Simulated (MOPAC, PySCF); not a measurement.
AlI₃, SMILES `[I][Al]([I])[I]`, neutral singlet in the gas phase. 

Cartesian coordinates (Å):
SMILES: [I][Al]([I])[I]
```xyz
4

I     -2.0067    -1.3269     0.3323
Al     0.0000     0.0000    -0.1970
I     -0.1879     2.4310    -0.5469
I      2.1946    -1.1041    -0.3763
```
Charge 0, spin multiplicity 1.

All levels are single points at this geometry (B3LYP-D3(BJ)/def2-TZVP); Pople sets use spherical d functions. Orbital energies aren't observables, and empty levels follow the basis.

BP86/6-31G* (LANL2DZ on I) in PySCF gives dipole (D) = 0.00.

**Question.** Estimate the dipole (D) from each of these levels: PBE-D3(BJ)/def2-TZVP in PySCF; ωB97X-D3(BJ)/def2-TZVP in PySCF; B3LYP/LANL2DZ in PySCF; PBE/6-31G* (LANL2DZ on I) in PySCF; AM1 in MOPAC; PM3 in MOPAC; PM6 in MOPAC; PM7 in MOPAC.

**Answer.** 
| level | dipole (D) |
|---|---|
| PBE-D3(BJ)/def2-TZVP in PySCF | 0.00 |
| ωB97X-D3(BJ)/def2-TZVP in PySCF | 0.00 |
| B3LYP/LANL2DZ in PySCF | 0.00 |
| PBE/6-31G* (LANL2DZ on I) in PySCF | 0.00 |
| AM1 in MOPAC | 0.00 |
| PM3 in MOPAC | 0.00 |
| PM6 in MOPAC | 0.00 |
| PM7 in MOPAC | 0.00 |
